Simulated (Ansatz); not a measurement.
Abridged output of a molecular run in Ansatz:

```
Functional definition: HF
1296 factors; integrals over basis functions are off by at most 1.4e-3 eV
mean field evaluation 1: about -10646.3418 eV, gradient 3.7e1 eV
mean field evaluation 2: about -10646.5169 eV, gradient 3.7e1 eV
mean field evaluation 4: about -10649.9833 eV, gradient 4.2e0 eV
mean field evaluation 8: about -10650.0446 eV, gradient 2.9e-1 eV
mean field -10650.04517802 eV, -391.3819414322 hartree, gradient 1.5e-6 eV, S^2 0.000000; 0 other end points of the search recorded, 0 dependent functions left out
7 core orbitals not correlated: weight in the atoms' cores, before any rotation towards them, 1.000 or more for the frozen orbitals, at most 0.000 for the correlated occupied ones
reference -10650.04517802 eV, -391.3819414322 hartree; 20, 20 occupied and 101, 101 virtual orbitals, 1296 factors
second order -28.06532905 eV of doubles, -0.00000000 eV of singles
cycle   1  -28.61863670 eV  change   -5.5e-1 eV  update   1.1e-1
cycle   2  -29.25835959 eV  change   -6.4e-1 eV  update   3.4e-2
cycle   3  -29.42910183 eV  change   -1.7e-1 eV  update   1.7e-2
cycle   4  -29.42820410 eV  change    9.0e-4 eV  update   3.9e-3
cycle   5  -29.42690845 eV  change    1.3e-3 eV  update   1.6e-3
cycle   6  -29.42761400 eV  change   -7.1e-4 eV  update   4.3e-4
cycle   7  -29.42748148 eV  change    1.3e-4 eV  update   1.6e-4
cycle   8  -29.42737739 eV  change    1.0e-4 eV  update   5.2e-5
cycle   9  -29.42738083 eV  change   -3.4e-6 eV  update   2.2e-5
perturbative correction -0.86605068 eV, -0.0318267753 hartree
Total energy: -10680.33860952 eV, -392.4952045063 hartree
```

Its atoms:

Z-matrix (Å, degrees):
```
C
F 1 1.401
C 1 1.533 2 110.2
C 1 1.488 2 109.8 3 114.9
H 1 1.093 2 105.2 3 -121.8
C 3 1.533 1 106.3 2 101.2
H 3 1.090 1 110.0 2 -22.1
H 3 1.092 1 109.2 2 -140.2
C 4 1.326 1 109.1 2 -106.4
H 4 1.081 1 124.6 2 69.6
H 6 1.095 3 113.4 1 -103.1
H 6 1.093 3 112.9 1 134.9
F 9 1.327 4 125.5 1 177.1
```

(1) Which basis set was used?
A. cc-pV(Q+d)Z
B. def2-TZVPP
C. def2-SVP
D. cc-pV(T+d)Z

(2) Write the keys of the input that set method, charge and spin (a neutral closed shell needs none for the last two).

## Answers

(1) C. It gives 128 functions.

(2) 
```yaml
correlation: {method: ccsd_t}
```
